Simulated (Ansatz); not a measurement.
Computed with Ansatz on PBE0-D4/def2-TZVP structures; ΔE is electronic, products minus reactants. CCSD(T)/CBS adds triple-zeta CCSD(T) − MP2 to the extrapolated MP2 energy (def2 sets, frozen cores). This one scheme is used for every species. DFT in def2-TZVPP. Each species was taken in one conformer, which may not be the lowest.

`C=C[SiH2]N[SiH2]O` + CH₃OH → `CO[SiH2]N[SiH2]O` + ethylene  (ligand exchange at the Si–C bond)

`C=C[SiH2]N[SiH2]O`:

Cartesian coordinates in Å:
```
C 0.114 0.896 2.260
C 0.138 -0.300 1.675
Si 1.181 -0.665 0.174
N 0.216 -0.998 -1.221
Si -0.815 0.114 -2.038
O -1.240 1.303 -0.988
H -0.496 1.107 3.135
H 0.714 1.722 1.886
H -0.485 -1.089 2.096
H 2.042 0.528 -0.042
H 2.017 -1.871 0.419
H 0.202 -1.956 -1.539
H -0.164 0.836 -3.158
H -1.972 -0.661 -2.569
H -1.452 1.036 -0.090
```

CH₃OH:

Cartesian coordinates in Å:
```
C -0.051 0.284 -0.209
O -0.144 -1.063 0.193
H -0.568 0.370 -1.165
H 0.988 0.606 -0.354
H -0.533 0.966 0.502
H 0.308 -1.163 1.033
```

`CO[SiH2]N[SiH2]O`:

Z-matrix (Å, degrees):
```
C
O 1 1.412
H 1 1.096 2 111.3
H 1 1.096 2 111.6 3 121.3
H 1 1.091 2 108.4 3 -119.2
Si 2 1.654 1 121.6 3 -59.9
N 6 1.718 2 111.1 1 -68.3
H 6 1.477 2 103.3 1 171.0
H 6 1.488 2 110.3 1 50.4
Si 7 1.729 6 123.7 2 -54.4
H 7 1.009 6 117.1 2 112.8
O 10 1.640 7 107.3 6 9.8
H 10 1.490 7 108.0 6 132.5
H 10 1.483 7 114.0 6 -106.7
H 12 0.963 10 117.0 7 34.8
```

`C=C`:

Z-matrix (Å, degrees):
```
C
C 1 1.323
H 1 1.085 2 121.7
H 1 1.085 2 121.7 3 -180.0
H 2 1.085 1 121.7 3 -0.0
H 2 1.085 1 121.7 3 -180.0
```

| level | ΔE (eV) |
| --- | --- |
| r2SCAN-D4 | -1.09 |
| PBE0-D4 | -1.00 |
| MP2/def2-QZVPP | -1.09 |
| MP2/CBS(def2) | -1.08 |

What does CCSD(T)/CBS give? (Best estimate.)

Ansatz gave: -1.08 eV. The listed levels differ from it by -0.01, 0.08, -0.01, 0.00 eV.

Largest T1 diagnostic among the species: 0.011.

In def2-TZVPP, CCSD(T) changes the Hartree–Fock value by +0.10 eV (the triples alone add +0.01 eV) and MP2 by +0.10 eV.
